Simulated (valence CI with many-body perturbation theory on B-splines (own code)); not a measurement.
## Level structure of W69+

Level of theory: configuration interaction combined with many-body perturbation theory (CI+MBPT): three valence electrons over a frozen Dirac-Fock core [He], radial functions for each j: 11 s, 11 p, 10 d, 8 f, 5 g, 2 h, with the one-electron correlation potential Σ1, the two-electron term Σ2, the three-electron term Σ3, Breit, model QED; selected CI, second order for the rest, scaled by the run's own slope (own B-spline code, finite nucleus).

The last digits are not significant, and no measured levels were compared; by estimate large intervals hold to a few tenths of a per cent, small ones and those within an open d or f shell to about a per cent.

Levels 136 to 165 of 165, with energies above the lowest level, (2s^2 2p1/2) J=1/2. "Leading %" is the weight of the configuration and term that name the level; weights of strongly mixed levels are sums over their largest components and can fall short. In the jj column 3d3/2^4 stands for four electrons in 3d with j = 3/2. Lifetimes count E1, E2, E3, M1 and M2 decay at the calculated energies, and are blank where another channel may lead or the interval is too uncertain; long ones can be off by a factor of two.

```csv
No.,Configuration,Term,J,E (eV),Leading %,Leading jj,Lifetime,Second component
136,2p²3d,⁴F,9/2,14726,65,2p3/2^2 3d5/2 (100 %),38.4 fs,35 % 2p²3d ²G
137,2s2p4p,²P,1/2,14735,44,2s 2p1/2 4p3/2 (96 %),2.73 fs,19 % 2s2p4p ²S
138,2s2p4p,⁴D,5/2,14737,41,2s 2p1/2 4p3/2 (100 %),14.0 fs,41 % 2s2p4p ²D
139,2s2p4p,²D,3/2,14738,40,2s 2p1/2 4p3/2 (100 %),3.75 fs,24 % 2s2p4p ²P
140,2p²3d,²P,1/2,14742,60,2p3/2^2 3d5/2 (99 %),1.04 fs,25 % 2p²3d ²S
141,2s2p4d,⁴F°,5/2,14755,43,2s 2p1/2 4d3/2 (98 %),3.84 fs,32 % 2s2p4d ²F°
142,2s2p4d,²P°,3/2,14761,26,2s 2p1/2 4d3/2 (100 %),1.28 fs,25 % 2s2p4d ²D°
143,2s2p4d,⁴D°,1/2,14762,52,2s 2p1/2 4d3/2 (98 %),945 as,41 % 2s2p4d ²P°
144,2p²3d,²D,5/2,14768,59,2p3/2^2 3d5/2 (99 %),514 as,16 % 2p²3d ²F
145,2p²3d,²P,3/2,14770,42,2p3/2^2 3d5/2 (97 %),416 as,27 % 2p²3d ²D
146,2s2p4d,⁴P°,5/2,14776,26,2s 2p1/2 4d5/2 (99 %),1.44 fs,26 % 2s2p4d ⁴D°
147,2s2p4f,⁴G,5/2,14786,44,2s 2p1/2 4f5/2 (100 %),2.85 fs,19 % 2s2p4f ⁴F
148,2s2p4d,²F°,7/2,14808,41,2s 2p1/2 4d5/2 (100 %),1.43 fs,36 % 2s2p4d ⁴F°
149,2p²4s,⁴P,1/2,14809,44,2p1/2^2 4s (95 %),5.99 fs,30 % 2p²4s ²S
150,2s2p4f,⁴F,7/2,14810,27,2s 2p1/2 4f7/2 (100 %),2.93 fs,24 % 2s2p4f ⁴D
151,2p²3d,²D,5/2,14810,67,2p3/2^2 3d5/2 (99 %),764 as,12 % 2p²3d ²F
152,2s2p4d,²F°,5/2,14811,38,2s 2p1/2 4d5/2 (100 %),1.43 fs,27 % 2s2p4d ²D°
153,2s2p4d,²P°,3/2,14812,39,2s 2p1/2 4d5/2 (99 %),1.45 fs,31 % 2s2p4d ²D°
154,2s2p4f,²G,7/2,14819,41,2s 2p1/2 4f5/2 (100 %),2.87 fs,30 % 2s2p4f ⁴G
155,2s2p4f,⁴G,5/2,14820,31,2s 2p1/2 4f5/2 (100 %),2.84 fs,28 % 2s2p4f ²F
156,2s2p4f,⁴F,3/2,14821,47,2s 2p1/2 4f5/2 (100 %),2.82 fs,41 % 2s2p4f ²D
157,2p²4p,²P°,1/2,14837,46,2p1/2^2 4p1/2 (97 %),3.40 fs,37 % 2p²4p ⁴D°
158,2s2p4f,²G,9/2,14843,41,2s 2p1/2 4f7/2 (100 %),2.93 fs,32 % 2s2p4f ⁴G
159,2s2p4f,⁴D,7/2,14844,31,2s 2p1/2 4f7/2 (100 %),2.93 fs,28 % 2s2p4f ²F
160,2s2p4f,²D,5/2,14844,40,2s 2p1/2 4f7/2 (100 %),2.93 fs,28 % 2s2p4f ²F
161,2p²4p,²P°,3/2,15020,35,2p1/2^2 4p3/2 (98 %),3.54 fs,19 % 2p²4p ⁴D°
162,2p²4d,²D,3/2,15038,43,2p1/2^2 4d3/2 (98 %),3.87 fs,32 % 2p²4d ⁴F
163,2p²4d,²D,5/2,15092,37,2p1/2^2 4d5/2 (98 %),1.44 fs,18 % 2p²4d ⁴D
164,2p²4f,²F°,5/2,15099,42,2p1/2^2 4f5/2 (98 %),2.88 fs,29 % 2p²4f ⁴G°
165,2p²4f,²F°,7/2,15123,37,2p1/2^2 4f7/2 (98 %),2.95 fs,17 % 2p²4f ²G°
```
